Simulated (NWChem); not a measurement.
System: C3H6O; SMILES C1CC1O

Parts of the log:

```
             Northwest Computational Chemistry Package (NWChem) 7.3.0
             --------------------------------------------------------

 C1  symmetry detected

                             Geometry "geometry" -> ""
                             -------------------------

 Output coordinates in angstroms (scale by  1.889725989 to convert to a.u.)

  No.       Tag          Charge          X              Y              Z
 ---- ---------------- ---------- -------------- -------------- --------------
    1 O                    8.0000    -0.06693274    -1.45453426    -0.19436616
    2 C                    6.0000    -0.00266737    -0.24241539     0.47286245
    3 C                    6.0000    -0.76602612     0.88421735    -0.12895765
    4 C                    6.0000     0.74026277     0.90672861    -0.14417205
    5 H                    1.0000     0.77813305    -1.90084711    -0.07497684
    6 H                    1.0000     0.00335795    -0.30949929     1.57081789
    7 H                    1.0000    -1.30306310     1.57063004     0.53060020
    8 H                    1.0000    -1.26901180     0.66328294    -1.07392421
    9 H                    1.0000     1.22787521     0.71362494    -1.10379174
   10 H                    1.0000     1.26875497     1.60789920     0.50780740

 Effective nuclear repulsion energy (a.u.)     124.6409625312

                                 NWChem DFT Module
                                 -----------------

 Summary of "ao basis" -> "ao basis" (spherical)
 ------------------------------------------------------------------------------
       Tag                 Description            Shells   Functions and Types
 ---------------- ------------------------------  ------  ---------------------
 O                          def2-svp                 6       14   3s2p1d
 C                          def2-svp                 6       14   3s2p1d
 H                          def2-svp                 3        5   2s1p

            General Information
            -------------------
          SCF calculation type: DFT
          Wavefunction type:  closed shell.
          No. of atoms     :    10
          No. of electrons :    32
           Alpha electrons :    16
            Beta electrons :    16
          Charge           :     0
          Spin multiplicity:     1
          Use of symmetry is: off; symmetry adaption is: off
          Maximum number of iterations: 150
          AO basis - number of functions:    86
                     number of shells:    42
          Convergence on energy requested:  1.00D-06
          Convergence on density requested:  1.00D-05
          Convergence on gradient requested:  5.00D-04

              XC Information
              --------------
                        Slater Exchange Functional  1.000 local
                      VWN V Correlation Functional  1.000 local

             Grid Information
             ----------------
          Grid used for XC integration:  medium
          Radial quadrature: Mura-Knowles
          Angular quadrature: Lebedev.
          Tag              B.-S. Rad. Rad. Pts. Rad. Cut. Ang. Pts.
          ---              ---------- --------- --------- ---------
          O                   0.60       49          10.0       434
          C                   0.70       49          10.0       434
          H                   0.35       45          11.0       434
          Grid pruning is: on
          Number of quadrature shells:   466
          Spatial weights used:  Erf1

      Superposition of Atomic Density Guess
      -------------------------------------

 Sum of atomic energies:        -190.56125950

      Non-variational initial energy
      ------------------------------

 Total energy =    -193.233716
 1-e energy   =    -503.795271
 2-e energy   =     185.920593
 HOMO         =      -0.319739
 LUMO         =       0.103033

     ---------------------------------------------
      Total Density - Mulliken Population Analysis
     ---------------------------------------------

    Atom       Charge   Shell Charges
 -----------   ------   -------------------------------------------------------
    1 O    8     8.56   1.99  1.10  0.63  3.01  1.82  0.01
    2 C    6     5.83   1.99  0.91  0.28  1.82  0.75  0.07
    3 C    6     6.26   1.99  0.96  0.27  2.06  0.96  0.03
    4 C    6     6.26   1.99  0.96  0.27  2.05  0.96  0.03
    5 H    1     0.67   0.54  0.07  0.06
    6 H    1     0.91   0.69  0.20  0.02
    7 H    1     0.87   0.66  0.18  0.02
    8 H    1     0.87   0.66  0.19  0.02
    9 H    1     0.88   0.66  0.19  0.02
   10 H    1     0.88   0.66  0.19  0.02

   convergence    iter        energy       DeltaE   RMS-Dens  Diis-err
 ---------------- ----- ----------------- --------- --------- ---------
 d= 0,ls=0.0,diis     1   -191.2640603496 -3.16D+02  1.79D-02  7.93D-01
 d= 0,ls=0.0,diis     2   -191.2462164253  1.78D-02  1.21D-02  8.37D-01
 d= 0,ls=0.0,diis     3   -191.3094619655 -6.32D-02  3.28D-03  1.80D-01
 d= 0,ls=0.0,diis     4   -191.3255347043 -1.61D-02  7.17D-04  3.72D-03
 d= 0,ls=0.0,diis     5   -191.3258518198 -3.17D-04  2.88D-04  8.02D-04
  Resetting Diis
 d= 0,ls=0.0,diis     6   -191.3259520006 -1.00D-04  3.41D-05  5.87D-06
 d= 0,ls=0.0,diis     7   -191.3259526111 -6.11D-07  1.77D-05  6.34D-07
 d= 0,ls=0.0,diis     8   -191.3259525163  9.48D-08  1.02D-05  1.38D-06
 d= 0,ls=0.0,diis     9   -191.3259526903 -1.74D-07  1.37D-06  1.53D-08

         Total DFT energy =     -191.325952690252
      One electron energy =     -507.668633412583
           Coulomb energy =      217.106360557154
    Exchange-Corr. energy =      -25.404642366046
 Nuclear repulsion energy =      124.640962531224

 Numeric. integr. density =       31.999987421532

                       DFT Final Molecular Orbital Analysis
                       ------------------------------------

 Vector   14  Occ=2.000000D+00  E=-2.924040D-01
              MO Center=  5.4D-03,  5.7D-02, -1.5D-01, r^2= 2.4D+00
   Bfn.  Coefficient  Atom+Function         Bfn.  Coefficient  Atom+Function
  ----- ------------  ---------------      ----- ------------  ---------------
     6      0.369065   1 O  pz               32      0.287142   3 C  px
    46     -0.276684   4 C  px               17     -0.255984   2 C  s
     9      0.246493   1 O  pz               31      0.194802   3 C  s
    22     -0.176996   2 C  py               47      0.169795   4 C  py
    35      0.168157   3 C  px               19     -0.142108   2 C  py

 Vector   15  Occ=2.000000D+00  E=-2.451406D-01
              MO Center= -1.8D-01, -9.1D-02,  6.0D-02, r^2= 2.3D+00
   Bfn.  Coefficient  Atom+Function         Bfn.  Coefficient  Atom+Function
  ----- ------------  ---------------      ----- ------------  ---------------
    18      0.325518   2 C  px               33      0.320919   3 C  py
     6     -0.250733   1 O  pz               31     -0.226927   3 C  s
    36      0.196520   3 C  py                4     -0.193406   1 O  px
     3      0.183369   1 O  s                 9     -0.179688   1 O  pz
    34     -0.170250   3 C  pz               57     -0.167253   5 H  s

 Vector   16  Occ=2.000000D+00  E=-2.158388D-01
              MO Center=  1.0D-01, -5.8D-01,  3.1D-02, r^2= 2.2D+00
   Bfn.  Coefficient  Atom+Function         Bfn.  Coefficient  Atom+Function
  ----- ------------  ---------------      ----- ------------  ---------------
     6      0.350616   1 O  pz               47     -0.289817   4 C  py
     9      0.259133   1 O  pz                4     -0.255283   1 O  px
     5     -0.239581   1 O  py               45      0.226080   4 C  s
    18      0.199000   2 C  px                7     -0.189649   1 O  px
     8     -0.190182   1 O  py               50     -0.177958   4 C  py

 Vector   17  Occ=0.000000D+00  E= 3.223425D-02
              MO Center=  5.3D-01, -7.0D-01,  4.9D-01, r^2= 5.5D+00
   Bfn.  Coefficient  Atom+Function         Bfn.  Coefficient  Atom+Function
  ----- ------------  ---------------      ----- ------------  ---------------
    58     -0.929655   5 H  s                17      0.889205   2 C  s
    63     -0.809379   6 H  s                 3      0.637813   1 O  s
    83     -0.618524  10 H  s                68     -0.556897   7 H  s
    45      0.331106   4 C  s                23      0.309962   2 C  pz
    50      0.271581   4 C  py               22      0.264384   2 C  py

 Vector   18  Occ=0.000000D+00  E= 5.437471D-02
              MO Center=  3.7D-01, -1.7D-01,  4.4D-01, r^2= 6.5D+00
   Bfn.  Coefficient  Atom+Function         Bfn.  Coefficient  Atom+Function
  ----- ------------  ---------------      ----- ------------  ---------------
    58      0.869105   5 H  s                68     -0.868981   7 H  s
    63     -0.771701   6 H  s                83     -0.753263  10 H  s
    31      0.720610   3 C  s                 3     -0.473266   1 O  s
    78      0.472592   9 H  s                51      0.396578   4 C  pz
    17      0.365663   2 C  s                23      0.297042   2 C  pz

 Vector   19  Occ=0.000000D+00  E= 6.215391D-02
              MO Center=  1.4D-01,  6.9D-01, -9.9D-01, r^2= 4.7D+00
   Bfn.  Coefficient  Atom+Function         Bfn.  Coefficient  Atom+Function
  ----- ------------  ---------------      ----- ------------  ---------------
    45      1.424982   4 C  s                78     -1.361204   9 H  s
    31      1.215554   3 C  s                73     -1.175083   8 H  s
    83     -0.527040  10 H  s                68     -0.427783   7 H  s
    49      0.353319   4 C  px               35     -0.345035   3 C  px
    51     -0.328949   4 C  pz               22     -0.291563   2 C  py

     ---------------------------------------------
      Total Density - Mulliken Population Analysis
     ---------------------------------------------

[...]
```

Level: LDA (Slater exchange, VWN5)/def2-SVP. Geometry: optimised at PBE0/def2-SVP.

Q: Which NWChem input produces such a log?

A: This is not unique; one that fits is the input that was run:
```
start job
memory heap 200 mb stack 900 mb global 1100 mb
geometry units angstroms noautoz
  O     -0.076396    -1.446920    -0.225850
  C     -0.005049    -0.246098     0.460803
  C     -0.755955     0.896394    -0.126613
  C      0.750526     0.906269    -0.134483
  H      0.764279    -1.902271    -0.109634
  H     -0.004832    -0.330586     1.557573
  H     -1.290299     1.576855     0.541247
  H     -1.256279     0.694738    -1.077286
  H      1.241059     0.724205    -1.094772
  H      1.281822     1.592499     0.530975
end
basis spherical
  * library def2-svp
end
dft
  xc slater vwn_5
  iterations 150
  mulliken
end
task dft energy
```
